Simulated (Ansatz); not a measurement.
Geometry optimisation, RKS PBE-D4/6-31G* in Ansatz 0.2.0.

input.yaml

```yaml
crystal:
  periodic: [false, false, false]
  atoms:
    - { symbol: B, position_ang: [0.111374, 0.505553, -0.350719] }
    - { symbol: H, position_ang: [-0.586724, 0.059947, 1.900731] }
    - { symbol: "N", position_ang: [1.302051, -0.048423, -0.887298] }
    - { symbol: H, position_ang: [1.36383, -0.955031, -1.352783] }
    - { symbol: H, position_ang: [2.195178, 0.436501, -0.853479] }
    - { symbol: O, position_ang: [-1.11263, -0.147655, -0.434591] }
    - { symbol: H, position_ang: [-1.029614, -1.031717, -0.848037] }
    - { symbol: Si, position_ang: [0.1267, 2.277171, 0.52799] }
    - { symbol: H, position_ang: [1.159037, 2.337929, 1.624988] }
    - { symbol: H, position_ang: [0.509349, 3.382632, -0.427984] }
    - { symbol: H, position_ang: [-1.19295, 2.657889, 1.13193] }
    - { symbol: H, position_ang: [-0.342499, 0.466804, 2.432551] }
basis:
  gaussian: { orbitals: "6-31G*" }
hamiltonian:
  xc: pbe
  dispersion: d4
relax:
  f_tol: 0.03
  max_steps: 50
```

Command:

```bash
$ ansatz run input.yaml --threads 1 --pin off --max-ram 2048MiB --backend cpu --events-out ev --progress --plain --runs-dir out
```

Problem. Where does it end, and by what steps?

Solution. It converged. The force dipped under the threshold on the way, but the program's further checks kept it going. After 24 steps the energy has fallen by 0.257 eV; H12 moved furthest, 1.95 Å.

```csv
step,energy less start (eV),largest force component (eV/Å),accepted
0,0.0000,1.355,yes
1,-0.1398,0.499,yes
2,-0.1834,0.349,yes
3,-0.2022,0.097,yes
4,-0.2105,0.063,yes
5,-0.2152,0.068,yes
6,-0.2104,0.678,no
7,-0.2180,0.024,yes
8,-0.2199,0.072,yes
9,-0.2207,0.219,yes
10,-0.2220,0.241,yes
11,-0.2235,0.112,yes
12,-0.2247,0.056,yes
13,-0.2264,0.052,yes
14,-0.2283,0.170,yes
15,-0.2304,0.125,yes
16,-0.2349,0.218,yes
17,-0.2392,0.209,yes
18,-0.2476,0.028,yes
19,-0.2498,0.172,yes
20,-0.2530,0.087,yes
21,-0.2550,0.013,yes
22,-0.2558,0.068,yes
23,-0.2564,0.033,yes
24,-0.2566,0.017,yes
```

```xyz
12
Properties=species:S:1:pos:R:3
B 0.349 0.622 -0.345
H -1.256 -0.611 2.660
N 1.188 0.191 -1.402
H 1.228 -0.763 -1.763
H 1.820 0.825 -1.882
O -0.526 -0.221 0.321
H -0.490 -1.143 -0.009
Si 0.401 2.563 0.263
H 0.864 2.703 1.687
H 1.350 3.374 -0.583
H -0.943 3.230 0.172
H -1.481 -0.828 3.344
```

Whether the end is a true minimum wasn't checked by a vibrational analysis.

Time of the run: 81 s on 1 thread of Arm Neoverse V1, with other jobs on the host, peak memory 0.14 GiB.
